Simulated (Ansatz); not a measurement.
Frontier orbitals of C₂H₅AlSn, SMILES `[SnH3][C]1=[CH][AlH]1`.

```xyz
9

Sn   -1.476    0.576    0.584
C     0.427   -0.158   -0.010
C     0.911   -0.403   -1.266
Al    2.181   -0.805    0.020
H    -2.456    0.861   -0.793
H    -2.246   -0.564    1.598
H    -1.289    2.034    1.455
H     0.403   -0.265   -2.221
H     3.545   -1.277    0.632
```

Charge 0, multiplicity 1. Correlated methods include outer-core shells of Sn, which these sets cover unevenly. Sn takes the def2 core potential. The structure was optimised at the PBE0-D4/def2-TZVP level. Basis def2-TZVPP, the Gaussian-basis code of Ansatz.

```json
{"functional": "PBE", "HOMO (eV)": "-5.08", "LUMO (eV)": "-1.72"}
```

Question: Give HOMO and LUMO (eV) with LDA (SPW92), revPBE, BLYP, r2SCAN, B97M-V, PBE0, B3LYP, r2SCANh, r2SCAN0, HSE06 (plane-wave form), BHLYP, CAM-B3LYP, LC-ωPBE, ωB97X-V, ωB97M-V, HF. (Best estimate.)

Answer: Computed: 
```tsv
functional	HOMO	LUMO
LDA (SPW92)	-5.21	-1.93
revPBE	-5.02	-1.62
BLYP	-4.94	-1.61
r2SCAN	-5.23	-1.37
B97M-V	-5.28	-1.55
PBE0	-6.08	-0.93
B3LYP	-5.90	-1.14
r2SCANh	-5.60	-1.09
r2SCAN0	-6.18	-0.70
HSE06 (plane-wave form)	-5.69	-1.29
BHLYP	-7.00	-0.15
CAM-B3LYP	-7.30	0.00
LC-ωPBE	-8.55	1.07
ωB97X-V	-8.24	0.95
ωB97M-V	-8.10	0.66
HF	-8.46	1.75
```

B3LYP here is the variant with VWN-RPA as its local correlation; programs differ in this. LC-ωPBE has ω = 0.4 bohr⁻¹. Positive LUMOs are unbound and depend on the basis.
